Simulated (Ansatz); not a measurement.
`O[SiH]([AlH2])CF` + H₂ → `O[SiH2][AlH2]` + `CF`  (hydrogenolysis of the Si–C bond)

Calculated with Ansatz (gas phase, PBE0-D4/def2-TZVP geometries, no zero-point term in ΔE). CCSD(T)/CBS is the MP2 limit (def2-TZVPP, def2-QZVPP) plus CCSD(T) − MP2 in def2-TZVPP, frozen cores. This one scheme is used for every species. Functionals use def2-TZVPP. B3LYP here is the variant with VWN-RPA as its local correlation; programs differ in this. Each species was taken in one conformer, which may not be the lowest.

`O[SiH]([AlH2])CF`:

Cartesian coordinates in Å:
```
O -0.910 -0.343 -1.820
Si -0.386 0.396 -0.432
Al -1.218 -0.710 1.626
C 1.508 0.521 -0.361
F 2.019 1.271 -1.413
H -0.929 -1.300 -1.837
H -0.890 1.793 -0.534
H -1.067 -0.028 3.055
H -1.922 -2.135 1.529
H 1.984 -0.467 -0.393
H 1.811 1.000 0.580
```

H₂:

Z-matrix (Å, degrees):
```
H
H 1 0.746
```

`O[SiH2][AlH2]`:

Cartesian coordinates in Å:
```
O 1.728 0.377 -0.576
Si 0.458 -0.598 -0.134
Al -1.468 0.812 0.458
H 2.543 -0.059 -0.830
H 0.116 -1.546 -1.243
H 0.851 -1.484 1.009
H -2.820 0.101 0.902
H -1.409 2.398 0.413
```

`CF`:

```xyz
5

C     0.019   -0.033   -0.048
F    -0.408    0.713    1.028
H     0.231   -1.051    0.286
H     0.924    0.419   -0.459
H    -0.767   -0.047   -0.807
```

```csv
level,ΔE (kcal/mol)
r2SCAN-D4,-8.6
B3LYP-D4,-9.9
ωB97M-V,-9.6
B3LYP,-12.1
HF/def2-TZVPP,-17.4
MP2/def2-TZVPP,-10.1
CCSD(T)/def2-TZVPP,-10.9
MP2/def2-QZVPP,-9.7
```

**Question.** What does CCSD(T)/CBS give? (An estimate is asked.)

**Answer.** Computed: -10.1 kcal/mol. The listed levels differ from it by 1.5, 0.2, 0.5, -2.0, -7.3, 0.0, -0.8, 0.4 kcal/mol.

Largest T1 diagnostic among the species: 0.012.

The D4 term adds +2.2 kcal/mol with B3LYP and +1.2 kcal/mol with PBE0; it sums over pairs of atoms, weighted by their polarisabilities, and B3LYP, whose exchange is more repulsive, gets the larger term. From PBE to PBE0 (25 % exact exchange), in def2-TZVPP and without D4, ΔE moves by −1.8 kcal/mol. In def2-TZVPP, CCSD(T) changes the Hartree–Fock value by +6.5 kcal/mol (the triples alone add +1.3 kcal/mol) and MP2 by +7.2 kcal/mol.
